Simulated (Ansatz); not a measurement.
Start from `F/C=C/[SiH3]` and change one atom or group (the configuration at the double bond changes too) to get `NC/C=C\F`.

Ansatz, PBE0-D4/def2-TZVP geometries, multiplicity 1. Each molecule was computed in one conformer, which needn't be the lowest.

| property | `F/C=C/[SiH3]` |
| --- | --- |
| HOMO–LUMO gap (PBE0/def2-TZVPP) / eV | 7.57 |
| LUMO energy (B3LYP/def2-TZVPP) / eV | -0.54 |
| LUMO energy (ωB97M-V/def2-TZVPP) / eV | 1.85 |
| LUMO energy (PBE0/def2-TZVPP) / eV | -0.30 |
| size of the dipole moment (B3LYP/def2-TZVPP) / D | 0.66 |
| size of the dipole moment (PBE/def2-TZVPP) / D | 0.48 |

Task: Give the same properties after the change, and the shifts. (Estimate.)

Result: The calculation gave: 
| property | `NC/C=C\F` | shift |
| --- | --- | --- |
| HOMO–LUMO gap (PBE0/def2-TZVPP) / eV | 7.34 | -0.23 |
| LUMO energy (B3LYP/def2-TZVPP) / eV | 0.06 | 0.60 |
| LUMO energy (ωB97M-V/def2-TZVPP) / eV | 2.23 | 0.38 |
| LUMO energy (PBE0/def2-TZVPP) / eV | 0.35 | 0.65 |
| size of the dipole moment (B3LYP/def2-TZVPP) / D | 0.47 | -0.19 |
| size of the dipole moment (PBE/def2-TZVPP) / D | 0.47 | -0.01 |

With PBE0 the HOMO rises by 0.88 eV and the LUMO rises by 0.65 eV, so the gap narrows by about 0.23 eV. PBE moves the HOMO by 1.15 eV and ωB97M-V by 0.72 eV. Dipoles are sizes alone; their direction can turn.

B3LYP here is the variant with VWN-RPA as its local correlation; programs differ in this.
